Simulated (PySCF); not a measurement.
A structure optimised at B3LYP-D3(BJ)/def2-TZVPD, used in a PySCF frequency run:

```
Bi
H 1 1.7967
H 1 1.7967 2 90.49
H 1 1.7967 2 90.49 3 90.49
```

Question: Write its SMILES, formula and point group.

Answer: [BiH3], BiH3, C3v

Question: What are its rotational constants (standard atomic weights)?

Answer: 78.543, 78.543, 77.000 GHz
